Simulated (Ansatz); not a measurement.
Geometry optimisation, Ansatz 0.2.0, RKS B3LYP/def2-SVP.

The input (input.yaml):

```yaml
crystal:
  periodic: [false, false, false]
  atoms:
    - { symbol: Al, position_ang: [-0.3809, 1.0757, -1.1767] }
    - { symbol: "N", position_ang: [-0.4382, -0.6923, -0.5346] }
    - { symbol: C, position_ang: [0.746, -1.0115, 0.2276] }
    - { symbol: Al, position_ang: [-0.6047, -0.5419, 1.3785] }
    - { symbol: H, position_ang: [-0.4418, 1.3778, -2.7806] }
    - { symbol: H, position_ang: [-0.0124, 2.3342, -0.2181] }
    - { symbol: H, position_ang: [1.0515, -2.0913, 0.1934] }
    - { symbol: H, position_ang: [-1.40565, 0.43113, -0.22485] }
    - { symbol: H, position_ang: [-1.4869, -0.2237, 2.763] }
basis:
  gaussian: { orbitals: def2-SVP }
hamiltonian:
  xc: b3lyp
relax:
  f_tol: 0.02
  max_steps: 50
output:
  orbitals: {}
```

Run as:

```bash
$ ansatz run input.yaml --threads 2 --pin off --max-ram 3072MiB --backend cpu --events-out ev --progress --plain --runs-dir out
```

**Question.** Where does it end, and by what steps?

**Answer.** The run converged. After 23 steps the energy has fallen by 6.139 eV; N2 moved furthest, 1.14 Å. Parted: Al1–H8 (1.54 → 2.05 Å). Joined: Al4–H8 (2.04 → 1.64 Å).

| step | energy less start (eV) | largest force component (eV/Å) | accepted |
| --- | --- | --- | --- |
| 0 | 0.0000 | 4.509 | yes |
| 1 | -1.9261 | 5.526 | yes |
| 2 | -3.4383 | 4.699 | yes |
| 3 | -4.5276 | 2.024 | yes |
| 4 | -5.1157 | 1.666 | yes |
| 5 | -5.4504 | 1.582 | yes |
| 6 | -5.6848 | 0.490 | yes |
| 7 | -5.7696 | 0.405 | yes |
| 8 | -5.8049 | 1.444 | yes |
| 9 | -5.8975 | 0.835 | yes |
| 10 | -5.9671 | 0.492 | yes |
| 11 | -5.9865 | 0.185 | yes |
| 12 | -6.0006 | 0.241 | yes |
| 13 | -6.0267 | 0.286 | yes |
| 14 | -6.0590 | 0.637 | yes |
| 15 | -6.0882 | 0.414 | yes |
| 16 | -6.1112 | 0.313 | yes |
| 17 | -6.1261 | 0.362 | yes |
| 18 | -6.1127 | 0.557 | no |
| 19 | -6.1368 | 0.101 | yes |
| 20 | -6.1346 | 0.154 | no |
| 21 | -6.1386 | 0.021 | yes |
| 22 | -6.1386 | 0.029 | no |
| 23 | -6.1387 | 0.013 | yes |

```xyz
9
Properties=species:S:1:pos:R:3
Al -0.226 1.187 -0.991
N 0.610 -0.325 -0.285
C 0.294 -1.475 0.160
Al -1.051 -0.428 1.065
H -0.726 0.987 -2.473
H 0.158 2.558 -0.310
H 0.893 -2.388 -0.023
H -1.887 0.425 -0.061
H -1.038 0.116 2.545
```

Time of the run: 35 s on 2 threads of Intel(R) Xeon(R) Platinum 8488C (Sapphire Rapids) (shared host), peak memory 0.19 GiB.
